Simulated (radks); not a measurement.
Values are calculated unless marked as measured or tabulated.
Ionisation ladder of iron, from Fe I to Fe XXII. Each ion is in the ground configuration listed by NIST, and IE = E(next ion) - E(this ion). Level of theory: scalar-relativistic Kohn-Sham, PBE, spin-polarised, spherical densities, finite nucleus; open shells are filled with parallel spins first; Fermi nuclear charge, rms radius 3.7377 fm (a radial shooting solver on a logarithmic mesh with Libxc functionals).

species   configuration  IE, Delta-SCF (eV)  -e(HOMO) (eV)     HOMO  <r> HOMO (bohr)
Fe I       [Ar] 3d6 4s2               7.836          4.851  4s down             3.11
Fe II      [Ar] 3d6 4s1              16.862         13.070    4s up             2.66
Fe III         [Ar] 3d6              31.187         23.245  3d down             1.12
Fe IV          [Ar] 3d5              55.059         45.181    3d up            0.977
Fe V           [Ar] 3d4                   ?         65.321    3d up            0.913
Fe VI          [Ar] 3d3              99.512         87.587    3d up            0.861
Fe VII         [Ar] 3d2              124.54         111.75    3d up            0.818
Fe VIII        [Ar] 3d1                   ?         137.62    3d up            0.782
Fe IX              [Ar]              234.26         220.44       3p            0.759
Fe X       [Ne] 3s2 3p5                   ?         248.25  3p down            0.744
Fe XI      [Ne] 3s2 3p4              290.45         276.41  3p down            0.730
Fe XII     [Ne] 3s2 3p3              328.94         313.66    3p up            0.712
Fe XIII    [Ne] 3s2 3p2              359.80         344.37    3p up            0.699
Fe XIV     [Ne] 3s2 3p1              390.67         375.32    3p up            0.687
Fe XV          [Ne] 3s2              456.14         441.56       3s            0.682
Fe XVI         [Ne] 3s1              491.34         476.47    3s up            0.672
Fe XVII            [Ne]              1266.4         1219.9       2p            0.231
Fe XVIII   [He] 2s2 2p5              1360.3         1313.4  2p down            0.226
Fe XIX     [He] 2s2 2p4                   ?         1407.7  2p down            0.223
Fe XX      [He] 2s2 2p3              1585.0         1534.1    2p up            0.217
Fe XXI     [He] 2s2 2p2              1687.8         1636.5    2p up            0.214
Fe XXII    [He] 2s2 2p1              1790.3         1739.4    2p up            0.210

Estimate the withheld Delta-SCF values.

Answer. Fe V: 76.284 eV (NIST 75.0); Fe VIII: 151.21 eV (NIST 151.06); Fe X: 262.28 eV (NIST 262.1); Fe XIX: 1454.4 eV (NIST 1460).
